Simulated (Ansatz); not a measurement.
Reactions of `O[Si](O)(O)[O][Al]([F])[Cl]`.

Isolated molecules relaxed with PBE0-D4/def2-TZVP in Ansatz; ΔE leaves out vibrations. CCSD(T)/CBS is the MP2 limit (def2-TZVPP, def2-QZVPP) plus CCSD(T) − MP2 in def2-TZVPP, frozen cores. This one scheme is used for every species. One conformer a species, not always the lowest.

(1) Order these by ΔE at CCSD(T)/CBS, lowest first. (An estimate is asked.)
A. `O[Si](O)(O)[O][Al]([F])[Cl]` + H₂O → `O[Si](O)(O)O` + `[OH][Al]([F])[Cl]`
B. `O[Si](O)(O)[O][Al]([F])[Cl]` + `N[Si](O)(O)O` → `O[Si](O)(O)N[Si](O)(O)O` + `[OH][Al]([F])[Cl]`
C. `O[Si](O)(O)[O][Al]([F])[Cl]` + NH₃ → `[NH2][Al]([F])[Cl]` + `O[Si](O)(O)O`
D. `O[Si](O)(O)[O][Al]([F])[Cl]` + HCl → `[F][Al]([Cl])[Cl]` + `O[Si](O)(O)O`

Largest T1 diagnostic: 0.011, for `O[Si](O)(O)[O][Al]([F])[Cl]`.

## Answers

(1) D (+0.4 kcal/mol), A (+5.8 kcal/mol), B (+11.8 kcal/mol), C (+14.8 kcal/mol).
